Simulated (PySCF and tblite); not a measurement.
The numbers below are computed, except where a source is named.
C₅H₄OS, numbered as in [O:1]=[CH:2][c:3]1[cH:4][cH:5][cH:6][s:7]1.

Conformers came from 90 starts (ETKDG and KDG, MMFF94s, GFN2-xTB); geometries are PBE0-D3(BJ)/def2-SVP. Energies: PBE0-D3(BJ)/def2-TZVP, with GFN2-xTB thermal terms (modes under about 100 cm⁻¹ blended into free rotors). Symmetry numbers and mirror images are counted. Conformers within 4 kcal/mol (GFN2-xTB free energy) were kept, 5 at most. Run with PySCF (density fitting) and tblite.

Torsions listed: O1–C2–C3–S7.

| conformer | shape | symmetry | E(GFN2) kcal/mol |
| --- | --- | --- | --- |
| 1 | 0° | Cs | 0.33 |
| 2 | 179° | Cs | 0.00 |

(1) Which of these conformers is the most populated at 298.15 K, and with what share?

(2) Give the DFT energies and free energies relative to the lowest, and all weights.

(3) How does its share change from 250 K to 373.15 K?

Answers

(1) Conformer 1, about 86 %.

(2) 
```json
{"conformer": "1", "shape": "0°", "E(DFT) kcal/mol": "0.00", "G(298.15 K) kcal/mol": "0.00", "weight %": "86.1"}
{"conformer": "2", "shape": "179°", "E(DFT) kcal/mol": "1.06", "G(298.15 K) kcal/mol": "1.08", "weight %": "13.9"}
```

(3) From 90 % to 81 %; the mixing entropy goes from 0.65 to 0.97 cal/(mol K).
